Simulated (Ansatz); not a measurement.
Z-matrix (Å, degrees):
```
C
I 1 2.056
C 1 1.332 2 126.5
F 1 1.328 2 114.5 3 180.0
F 3 1.328 1 119.0 2 180.0
I 3 2.056 1 126.5 2 -0.0
```

Total charge 0; spin multiplicity 1. I takes the def2 core potential.

Q: List the PBE/def2-TZVPP orbital energies in eV (the Gaussian-basis code of Ansatz). (Best estimate.)

A: The calculation gave: Occupied: -661.35, -661.35, -272.60, -272.58, -180.58, -180.58, -128.04, -128.04, -127.68, -127.68, -127.68, -127.68, -50.14, -50.14, -50.03, -50.02, -50.02, -50.02, -49.73, -49.73, -49.73, -49.73, -31.94, -31.50, -20.54, -18.60, -17.78, -15.22, -14.33, -12.90, -12.49, -11.51, -11.48, -9.77, -9.16, -8.08, -7.56, -7.16, -6.61, -5.89. Lowest empty: -2.43, -1.92, -1.34, -0.07, 2.04, 2.52, 2.96, 3.21.
